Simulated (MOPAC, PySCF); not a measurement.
H4GeO, SMILES `[OH][GeH3]`, neutral singlet in the gas phase. 

Cartesian coordinates (Å):
```xyz
6

O      1.3016    -0.2398     0.4333
Ge    -0.4429     0.0139     0.0355
H      1.8670     0.0035    -0.3179
H     -0.8476    -0.8690    -1.1753
H     -1.1758    -0.4165     1.3207
H     -0.7023     1.5078    -0.2963
```
Charge 0, multiplicity 1.

All levels are single points at this geometry (PBE-D3(BJ)/def2-TZVP); Pople sets use spherical d functions. Orbital energies aren't observables, and empty levels follow the basis.

```csv
level,HOMO (eV),LUMO (eV),gap (eV),dipole (D),"vertical IE, Delta-SCF (eV)"
PBE-D3(BJ)/def2-TZVP in PySCF,-6.79,-0.85,5.94,1.45,10.55
B3LYP/6-311+G** (LANL2DZ on Ge) in PySCF,-8.20,-0.35,7.84,2.04,–
B3LYP/LANL2DZ in PySCF,-7.94,-0.12,7.83,2.23,–
BP86/6-31G* in PySCF,-6.50,-0.64,5.86,1.57,–
M06-2X/6-31G* in PySCF,-9.70,0.94,10.64,1.75,–
SVWN5/6-31G* in PySCF,-6.45,-0.82,5.63,1.63,10.47
HF/6-31G* in PySCF,-12.12,3.13,15.25,1.95,–
AM1 in MOPAC,-10.91,0.80,11.71,1.84,–
PM6 in MOPAC,-10.45,0.59,11.04,2.83,–
```
